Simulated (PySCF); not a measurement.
## CrOBr at several levels of theory

All levels use the PBE0 minimum (quartet; Cr–Br 2.312 Å, Cr–O 1.580 Å; Br–Cr–O 139.0°), basis [Cr def2-TZVP, O def2-TZVP, Br def2-TZVP], no relativity, density fitting, no spin–orbit coupling, PySCF. For vertical energies the ionised species is a triplet (spins chosen at PBE0 and kept). Atomisation goes to high-spin ground-configuration atoms, without zero-point energy. Open shells are unrestricted, also as the reference of the correlated levels. A dash marks a value that was not computed or is not defined at that level.

```xyz
3
charge 0 multiplicity 4, angstrom
Cr    0.0745    0.3468   -1.0588
O    -0.0828   -0.3855   -2.4501
Br   -0.0324   -0.1507    1.1969
```

| level | atomisation (kJ/mol) | vertical IP (eV) | −ε(HOMO) (eV) | dipole (D) |
| --- | --- | --- | --- | --- |
| PBE0 | 741 | 9.33 | 7.21 | 2.16 |
| HF | 227 | 9.68 | 10.83 | 3.08 |
| MP2 | 737 | 9.09 | – | – |
| PBE | 887 | 8.81 | 5.57 | 1.65 |
| r2SCAN | 814 | 9.12 | 6.06 | 1.81 |
| B3LYP | 777 | 9.29 | 6.93 | 2.12 |
| TPSSh | 798 | 9.05 | 6.33 | 1.97 |
| BHandHLYP | 631 | 9.68 | 8.82 | 2.66 |

Spin contamination in at least one species weakens the values at: PBE0, HF, MP2, BHandHLYP.

Other spin states or occupations of the open shell can lie lower.
